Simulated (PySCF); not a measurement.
# Static response to an electric field

Compound: C₄H₂F₂O₃.
Geometry (GFN2-xTB, Å), atoms numbered from 1 in this order:
```
atom  x, y, z in Å
O1     0.791    2.464   -0.084
C2     0.458    1.325   -0.058
C3     1.306    0.148    0.093
C4     0.781   -1.065   -0.087
O5    -0.541   -1.278   -0.299
C6    -1.361   -0.218   -0.031
F7    -2.483   -0.396   -0.732
F8    -1.738   -0.308    1.279
O9    -0.895    1.017   -0.277
H10    2.354    0.306    0.268
H11    1.334   -1.993   -0.099
```

Level: B3LYP/def2-SVPD (PySCF), static field, nuclei fixed, core orbitals frozen in the response. The polarisability tensor in these axes (au):

```
x   61.42  6.50  1.44
y    6.50 70.77  0.67
z    1.44  0.67 40.54
```

Task: Give the principal values, the mean and the anisotropy Δα = √{½[(α1 − α2)² + (α2 − α3)² + (α1 − α3)²]}.

Result: Principal values 40.44, 58.14 and 74.15 au; mean 57.58 au = 8.53 Å³ = 9.49 × 10⁻⁴⁰ C²·m²/J; Δα = 29.21 au (51 % of the mean).

Task: What is the dipole moment, and where does it point?

Result: (2.71, -3.27, -0.07) D, 4.24 D in size, pointing from the negative to the positive side. Measured along this direction, the outermost atoms are O1 and O9 at the negative end and H11 at the positive end.

Task: Sum over states: ᾱ = Σ f/ω², ω in Eh. What share falls to these 8 lowest TDDFT singlets (eV, f)? 4.94, 0.0002; 5.86, 0.2378; 6.93, 0.0257; 7.48, 0.0174; 7.52, 0.0141; 8.04, 0.0040; 8.20, 0.0244; 8.39, 0.0334.

Result: They add up to 6.61 au, 11.5 % of the 57.58 au; the largest single term is 5.13 au, from the state at 5.86 eV. Terms in order: 0.01, 5.13, 0.40, 0.23, 0.18, 0.05, 0.27, 0.35 au. Higher excitations give the rest. The strengths listed sum to 0.357.

Task: Give the principal axes and the span of the nuclei along them.

Result: Largest value along (0.46, 0.89, 0.04), where the nuclei span 4.06 Å; middle along (0.89, -0.46, 0.06), 4.15 Å; least along (-0.07, -0.01, 1.00), 1.96 Å. 

Task: In a dilute gas of rigid molecules at 273 K, how does the orientational term μ²/3kT compare with the electronic polarisability?

Result: In Gaussian units μ²/3kT = 159.19 Å³ against 8.53 Å³, a ratio of 18.66; the Debye molar polarisation (4π/3)N_A(α + μ²/3kT) is 423.1 cm³/mol, leaving out the vibrational part.

The structure is a single GFN2-xTB conformer in the gas phase; no vibrational or solvent corrections.

These values come from a run that also computed excited states. On one thread, x86-64 server (shared host), this took 52 s wall.
